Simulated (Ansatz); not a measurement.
Cl$_{2}$H$_{2}$NSSi, SMILES `N[Si]([S])(Cl)Cl` radical, charge 0, multiplicity 2.

(1) Give a relaxed structure at PBE0-D4/def2-TZVP (Ansatz 0.2.0). (Best estimate.)

## Answers

(1) Ansatz gave: 
Z-matrix (Å, degrees):
```
Si
S 1 2.088
Cl 1 2.039 2 112.0
N 1 1.699 2 106.5 3 119.0
Cl 1 2.039 2 112.2 3 -122.3
H 4 1.007 1 121.4 2 79.4
H 4 1.007 1 121.4 2 -77.1
```
Point group Cs.
